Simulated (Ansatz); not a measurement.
Isomers of CH5SSb, relaxed with PBE0-D4/def2-TZVP in Ansatz; electronic energies, one conformer each and not always the lowest. Functionals use def2-TZVPP; CBS adds triple-zeta CCSD(T) − MP2 to the MP2 limit of def2-TZVPP and def2-QZVPP.

Elements past krypton have def2 core potentials. Outer-core shells of Sb are correlated without core-valence functions. Spin–orbit coupling is left out.

(1) Order them by energy at frozen-core CCSD(T)/CBS, lowest first. (An estimate is asked.)
A. `C[S][SbH2]`
B. `[CH3][SbH][SH]`
C. `S[CH2][SbH2]`

(2) How do B2PLYP, B3LYP-D4, PBE0-D4, r2SCAN-D4 place them (kJ/mol, against `[CH3][SbH][SH]`)? (An estimate is asked.)

Results:

(1) B (0.0 kJ/mol), A (42.3 kJ/mol), C (111.3 kJ/mol).

(2) Ansatz gave: 
| isomer | B2PLYP | B3LYP-D4 | PBE0-D4 | r2SCAN-D4 |
| --- | --- | --- | --- | --- |
| `C[S][SbH2]` | 39.1 | 36.8 | 35.5 | 37.5 |
| `S[CH2][SbH2]` | 111.2 | 112.4 | 110.5 | 113.5 |

B3LYP here is the variant with VWN-RPA as its local correlation; programs differ in this.
